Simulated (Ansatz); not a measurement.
Geometry optimisation, RKS LDA/cc-pVDZ (Ansatz 0.2.0).

Input file:

```yaml
crystal:
  periodic: [false, false, false]
  atoms:
    - { symbol: "N", position_ang: [-0.07673, 1.28076, -0.12466] }
    - { symbol: Si, position_ang: [-0.07977, -0.31926, -0.00405] }
    - { symbol: F, position_ang: [1.0512, -1.3557, 0.48321] }
    - { symbol: Cl, position_ang: [-1.60758, -1.46732, -0.47161] }
    - { symbol: H, position_ang: [0.71289, 1.86153, 0.11711] }
basis:
  gaussian: { orbitals: cc-pVDZ }
hamiltonian:
  xc: lda
relax:
  f_tol: 0.015
  max_steps: 40
```

Launched with:

```bash
$ ansatz run input.yaml --threads 1 --pin off --max-ram 2048MiB --backend cpu --events-out ev --progress --plain --runs-dir out
```

Q: Where does it end, and by what steps?

A: The forces met the threshold. After 6 steps the energy has fallen by 0.092 eV; F3 moved furthest, 0.06 Å.

```csv
step,energy less start (eV),largest force component (eV/Å),accepted
0,0.0000,1.749,yes
1,-0.0722,0.537,yes
2,-0.0825,0.228,yes
3,-0.0881,0.283,yes
4,-0.0910,0.150,yes
5,-0.0915,0.025,yes
6,-0.0916,0.010,yes
```

```xyz
5
Properties=species:S:1:pos:R:3
N -0.127 1.292 -0.144
Si -0.053 -0.305 0.003
F 1.103 -1.343 0.501
Cl -1.651 -1.453 -0.488
H 0.728 1.809 0.127
```

Run time: 8.3 s on 1 thread of Intel(R) Xeon(R) 6975P-C (Granite Rapids), with other jobs on the host, peak memory 0.16 GiB.
